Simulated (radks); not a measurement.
Task: The mercury ion Hg5+ is in [Xe] 4f14 5d7. Calculated with a radial shooting solver on a logarithmic mesh with Libxc functionals: non-relativistic Kohn-Sham, PBE, spin-polarised, spherical densities, point nucleus. Open shells are filled with parallel spins first. One electron is removed from 5s, 4f, 5p, 5d in turn, with full relaxation. Which removal costs least, and what does each cost?

Result: 5d 80.865 eV; 5p 134.52 eV; 5s 167.34 eV; 4f 195.20 eV. The 5d electron leaves first.
